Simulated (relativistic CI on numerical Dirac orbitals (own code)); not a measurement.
Mn6+ in a cubic cluster: 2p photoemission with charge transfer

Computed with a charge-transfer multiplet model of a cubic metal-ligand cluster with up to 2 ligand holes, Slater and spin-orbit integrals from Dirac-Coulomb-Breit ions, Slater integrals scaled by 0.8. The ground state mixes d1 with configurations of k ligand holes L, whose averages lie at kΔ + k(k − 1)U_dd/2; a core hole lowers each added d electron by U_cd. 20 K, Lorentzian 0.6 eV and Gaussian 0.8 eV FWHM.

Atomic integrals in eV (Slater integrals scaled, ζ unscaled), ground: F2dd 10.611, F4dd 6.708, zeta_d 0.064; with the core hole: F2dd 10.611, F4dd 6.708, zeta_d 0.092, zeta_core 6.783, F2cd 7.779, G1cd 6.265, G3cd 3.572. Where a configuration has fewer than two d electrons, the dd integrals are those of d2.

Cluster parameters (eV): Δ = -1.3, U_dd = 5.4, U_cd = 6.9, 10Dq = 0.9, 10Dq(ligand) = 0.4, final-state hopping factor = 0.8.

Weights, n_d and S are thermal averages at 20 K. Binding energies count from the first peak over 30 % of the highest in each spectrum, which can be another peak from case to case. The parameters are a model scan and need not match a compound or its usual spin state. Peaks in eV (height, largest 100): 0.0 (100), 7.8 (10), 11.4 (45), 14.4 (16).

Problem. Which parameters give this spectrum?
A. V(eg) = 2.7 eV, V(t2g) = -1.25 eV
B. V(eg) = 2.1 eV, V(t2g) = -0.97 eV
C. V(eg) = 3.6 eV, V(t2g) = -1.67 eV

Solution. C. V(eg) = 3.6 eV, V(t2g) = -1.67 eV; the ground state then has 2.05 d electrons and S = 0.50. The choice follows from running the model for each set and comparing peak positions and heights. The space is cut while the next configuration still counts.
